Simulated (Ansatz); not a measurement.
Start from `CCNC` and change one atom or group to get `CC[N](C)[InH][Cl]`.

Ansatz, PBE0-D4/def2-TZVP geometries, multiplicity 1. Each molecule was computed in one conformer, which needn't be the lowest.

Elements past krypton have def2 core potentials.

```
                                          property  `CCNC`
              HOMO–LUMO gap (PBE0/def2-TZVPP) / eV    7.59
                 HOMO energy (PBE/def2-TZVPP) / eV   -4.95
size of the dipole moment (ωB97M-V/def2-TZVPP) / D    0.90
                LUMO energy (PBE0/def2-TZVPP) / eV    1.23
                 LUMO energy (PBE/def2-TZVPP) / eV    0.41
  size of the dipole moment (B3LYP/def2-TZVPP) / D    0.87
```

Task: Give the same properties after the change, and the shifts. (An estimate is asked.)

Result: The calculation gave: 
```csv
property,`CC[N](C)[InH][Cl]`,shift
HOMO–LUMO gap (PBE0/def2-TZVPP) / eV,5.14,-2.45
HOMO energy (PBE/def2-TZVPP) / eV,-5.16,-0.21
size of the dipole moment (ωB97M-V/def2-TZVPP) / D,2.94,2.04
LUMO energy (PBE0/def2-TZVPP) / eV,-1.19,-2.42
LUMO energy (PBE/def2-TZVPP) / eV,-1.86,-2.27
size of the dipole moment (B3LYP/def2-TZVPP) / D,3.01,2.14
```

Dipoles are sizes alone; their direction can turn.

B3LYP here is the variant with VWN-RPA as its local correlation; programs differ in this.
